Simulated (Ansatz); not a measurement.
The same ligand exchange along the group O, S, Te.

Calculated with Ansatz (gas phase, PBE0-D4/def2-TZVP geometries, no zero-point term in ΔE). CBS: MP2 limit from def2 TZ/QZ plus the TZ coupled-cluster correction, frozen cores. Functionals use def2-TZVPP. B3LYP here is the variant with VWN-RPA as its local correlation; programs differ in this. Elements past krypton have def2 core potentials. For Te outer-core shells are correlated without core-valence functions, which leaves a few kJ/mol of doubt a bond. Each species was taken in one conformer, which may not be the lowest.

| reaction | B3LYP-D4 (kJ/mol) | B2PLYP (kJ/mol) | r2SCAN-D4 (kJ/mol) | CCSD(T)/CBS(def2) (kJ/mol) |
| --- | --- | --- | --- | --- |
| `[NH2][AlH][SiH2]O` + dimethylamine → `C[N](C)[AlH][NH2]` + silanol | -93 | -96 | -90 | -94 |
| `[NH2][AlH][SiH2]S` + dimethylamine → `C[N](C)[AlH][NH2]` + `[SiH3]S` | -78 | -81 | -75 | -78 |
| `[NH2][AlH][SiH2][TeH]` + dimethylamine → `C[N](C)[AlH][NH2]` + `[SiH3][TeH]` | -68 | -71 | -64 | -66 |

Largest T1 diagnostic: 0.013, for `[NH2][AlH][SiH2]S`.
